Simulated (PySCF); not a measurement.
**UHF on Mg⁺ (magnesium, charge +1)**

Configuration: [Ne] 3d1, 2D determinant (an excited configuration). All numbers are calculated (PySCF 2.14, the non-relativistic Hamiltonian (point nucleus), in aug-cc-pVTZ (6s5p3d2f, 50 functions)).

| Quantity | Value |
| --- | --- |
| Total energy | -199.052344 hartree |
| One-electron energy | -273.5917 hartree |
| Hartree (Coulomb) energy | 90.3104 hartree |
| Exchange energy | -15.7710 hartree |
| Kinetic energy | 199.00181 hartree |
| ⟨S²⟩ | 0.7500 |
| ⟨L²⟩ | 6.000 |
| Sum of ⟨r⟩ | 10.79 bohr |
| Sum of ⟨r²⟩ | 33.63 bohr² |
| Traceless quadrupole moment −½Σ⟨3z² − r²⟩ along its main axis | 8.26 e·bohr² |
| Density at the nucleus (Gaussians lack the cusp) | 1070 bohr⁻³ |
| Spin density at the nucleus | -0.00562 bohr⁻³ |
| Langevin diamagnetic susceptibility | -26.6 ×10⁻⁶ cm³/mol |

| shell | electrons | mean orbital energy (hartree) | spread (hartree) | rms radius, mean of both spins (bohr) |
| --- | --- | --- | --- | --- |
| 1s β | 1 | -49.54793 | 0 | 0.152 |
| 1s α | 1 | -49.54781 | 0 | 0.152 |
| 2s β | 1 | -4.25717 | 0 | 0.756 |
| 2s α | 1 | -4.25714 | 0 | 0.756 |
| 2p α | 3 | -2.78004 | 0.00161 | 0.768 |
| 2p β | 3 | -2.77998 | 0.00179 | 0.768 |
| 3d α | 1 | -0.22287 | 0 | 5.38 |

The outer electron is Rydberg-like, and this basis confines it to a smaller radius and binds it less than a complete one would.

Spin-orbit constants ζ (cm⁻¹) from the X2C one-electron operator on these orbitals (non-relativistic here): bare nucleus, nucleus screened by l(l+1)(2l+1)/3 electrons, and screened by the Breit-Pauli mean field of the electrons.

```json
{"shell": "2p", "bare": "1739", "screened nucleus": "1450", "mean field": "1317"}
{"shell": "3d", "bare": "1.469", "screened nucleus": "0.2449", "mean field": "0.1860"}
```

To first order the Landé constant is A = 0.1860 cm⁻¹, so the lowest level has J = 3/2 and lies 3.46e-05 eV below the centre of the term.
